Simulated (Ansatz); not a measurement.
Gas-phase electronic energies from Ansatz, PBE0-D4/def2-TZVP geometries. CCSD(T)/CBS is the MP2 limit (def2-TZVPP, def2-QZVPP) plus CCSD(T) − MP2 in def2-TZVPP, frozen cores. This one scheme is used for every species. DFT in def2-TZVPP. B3LYP here is the variant with VWN-RPA as its local correlation; programs differ in this. HSE06 is defined as in plane-wave codes. Each species was taken in one conformer, which may not be the lowest.

`C[SiH](O)BO` + `N#CO` → `N#COBO` + `C[SiH2]O`  (cleavage of the B–Si bond)

`C[SiH](O)BO`:

Cartesian coordinates in Å:
```
C 1.019 -1.428 -0.194
Si -0.468 -0.435 0.329
O -0.493 -0.486 1.991
B -0.450 1.481 -0.346
O 0.150 1.745 -1.532
H 0.944 -2.459 0.159
H 1.937 -0.993 0.207
H 1.097 -1.441 -1.285
H -1.705 -1.089 -0.215
H -1.163 0.039 2.431
H -0.967 2.396 0.253
H 0.100 2.668 -1.796
```

`N#CO`:

```xyz
4

N     0.262    1.250    0.991
C     0.207    0.354    0.268
O     0.215   -0.647   -0.547
H    -0.685   -0.957   -0.712
```

`N#COBO`:

```xyz
7

N    -0.988   -0.644   -2.595
C    -0.573   -0.078   -1.681
O    -0.112    0.602   -0.695
B     0.178    0.003    0.534
O     0.650    0.849    1.455
H    -0.003   -1.165    0.685
H     0.847    0.434    2.297
```

`C[SiH2]O`:

```xyz
9

C     0.199    1.070   -0.439
Si    0.227   -0.561    0.463
O    -1.249   -1.301    0.482
H     1.182    1.547   -0.388
H    -0.532    1.749    0.005
H    -0.053    0.939   -1.494
H     0.573   -0.361    1.891
H     1.245   -1.446   -0.173
H    -1.591   -1.635   -0.348
```

```json
{"level": "LDA (SPW92)", "ΔE (kcal/mol)": "-37.0", "difference from CCSD(T)/CBS": "1.0"}
{"level": "PBE-D4", "ΔE (kcal/mol)": "-34.5", "difference from CCSD(T)/CBS": "3.5"}
{"level": "revPBE-D4", "ΔE (kcal/mol)": "-34.0", "difference from CCSD(T)/CBS": "4.0"}
{"level": "BLYP-D4", "ΔE (kcal/mol)": "-37.1", "difference from CCSD(T)/CBS": "0.9"}
{"level": "r2SCAN-D4", "ΔE (kcal/mol)": "-38.3", "difference from CCSD(T)/CBS": "-0.3"}
{"level": "B97M-V", "ΔE (kcal/mol)": "-38.8", "difference from CCSD(T)/CBS": "-0.8"}
{"level": "PBE0-D4", "ΔE (kcal/mol)": "-36.0", "difference from CCSD(T)/CBS": "2.0"}
{"level": "B3LYP-D4", "ΔE (kcal/mol)": "-38.3", "difference from CCSD(T)/CBS": "-0.3"}
{"level": "r2SCANh-D4", "ΔE (kcal/mol)": "-38.6", "difference from CCSD(T)/CBS": "-0.6"}
{"level": "r2SCAN0-D4", "ΔE (kcal/mol)": "-39.0", "difference from CCSD(T)/CBS": "-1.0"}
{"level": "HSE06-D4", "ΔE (kcal/mol)": "-36.1", "difference from CCSD(T)/CBS": "1.9"}
{"level": "CAM-B3LYP-D4", "ΔE (kcal/mol)": "-39.6", "difference from CCSD(T)/CBS": "-1.6"}
{"level": "ωB97X-V", "ΔE (kcal/mol)": "-37.5", "difference from CCSD(T)/CBS": "0.5"}
{"level": "ωB97M-V", "ΔE (kcal/mol)": "-38.6", "difference from CCSD(T)/CBS": "-0.6"}
{"level": "B2PLYP", "ΔE (kcal/mol)": "-39.6", "difference from CCSD(T)/CBS": "-1.6"}
{"level": "PBE-QIDH", "ΔE (kcal/mol)": "-38.5", "difference from CCSD(T)/CBS": "-0.5"}
{"level": "PBE", "ΔE (kcal/mol)": "-35.1", "difference from CCSD(T)/CBS": "2.9"}
{"level": "revPBE", "ΔE (kcal/mol)": "-34.4", "difference from CCSD(T)/CBS": "3.6"}
{"level": "PBE0", "ΔE (kcal/mol)": "-36.6", "difference from CCSD(T)/CBS": "1.4"}
{"level": "B3LYP", "ΔE (kcal/mol)": "-39.1", "difference from CCSD(T)/CBS": "-1.1"}
{"level": "r2SCANh", "ΔE (kcal/mol)": "-38.8", "difference from CCSD(T)/CBS": "-0.8"}
{"level": "r2SCAN0", "ΔE (kcal/mol)": "-39.2", "difference from CCSD(T)/CBS": "-1.2"}
{"level": "HSE06", "ΔE (kcal/mol)": "-36.6", "difference from CCSD(T)/CBS": "1.4"}
{"level": "BHLYP", "ΔE (kcal/mol)": "-41.1", "difference from CCSD(T)/CBS": "-3.1"}
{"level": "CAM-B3LYP", "ΔE (kcal/mol)": "-40.2", "difference from CCSD(T)/CBS": "-2.2"}
{"level": "LC-ωPBE", "ΔE (kcal/mol)": "-37.1", "difference from CCSD(T)/CBS": "0.9"}
{"level": "RPA@PBE/def2-TZVPP", "ΔE (kcal/mol)": "-37.2", "difference from CCSD(T)/CBS": "0.8"}
{"level": "HF/def2-SVP", "ΔE (kcal/mol)": "-44.0", "difference from CCSD(T)/CBS": "-6.0"}
{"level": "MP2/def2-SVP", "ΔE (kcal/mol)": "-42.0", "difference from CCSD(T)/CBS": "-4.0"}
{"level": "CCSD/def2-SVP", "ΔE (kcal/mol)": "-40.6", "difference from CCSD(T)/CBS": "-2.6"}
{"level": "CCSD(T)/def2-SVP", "ΔE (kcal/mol)": "-40.3", "difference from CCSD(T)/CBS": "-2.3"}
{"level": "HF/def2-TZVPP", "ΔE (kcal/mol)": "-43.4", "difference from CCSD(T)/CBS": "-5.4"}
{"level": "MP2/def2-TZVPP", "ΔE (kcal/mol)": "-39.7", "difference from CCSD(T)/CBS": "-1.7"}
{"level": "SCS-MP2/def2-TZVPP", "ΔE (kcal/mol)": "-39.9", "difference from CCSD(T)/CBS": "-1.9"}
{"level": "CCSD/def2-TZVPP", "ΔE (kcal/mol)": "-38.7", "difference from CCSD(T)/CBS": "-0.7"}
{"level": "CCSD(T)/def2-TZVPP", "ΔE (kcal/mol)": "-38.2", "difference from CCSD(T)/CBS": "-0.2"}
{"level": "HF/def2-QZVPP", "ΔE (kcal/mol)": "-43.8", "difference from CCSD(T)/CBS": "-5.8"}
{"level": "MP2/def2-QZVPP", "ΔE (kcal/mol)": "-39.8", "difference from CCSD(T)/CBS": "-1.8"}
{"level": "MP2/CBS(def2)", "ΔE (kcal/mol)": "-39.6", "difference from CCSD(T)/CBS": "-1.6"}
{"level": "CCSD/CBS(def2)", "ΔE (kcal/mol)": "-38.6", "difference from CCSD(T)/CBS": "-0.6"}
{"level": "CCSD(T)/CBS", "ΔE (kcal/mol)": "-38.0", "difference from CCSD(T)/CBS": "0"}
```

Largest T1 diagnostic among the species: 0.015.

At CCSD(T), def2-SVP lies −2.3 kcal/mol from the extrapolated value and def2-TZVPP −0.2 kcal/mol. The D4 term adds +0.9 kcal/mol with B3LYP and +0.5 kcal/mol with PBE0; it sums over pairs of atoms, weighted by their polarisabilities, and B3LYP, whose exchange is more repulsive, gets the larger term. Leaving LDA and LC-ωPBE aside and taking each functional with its dispersion term where it has one, the values, not all of them listed here, spread over 6.2 kcal/mol, from BHLYP-D4 to revPBE-D4. LDA lies −1.9 kcal/mol from PBE without D4.
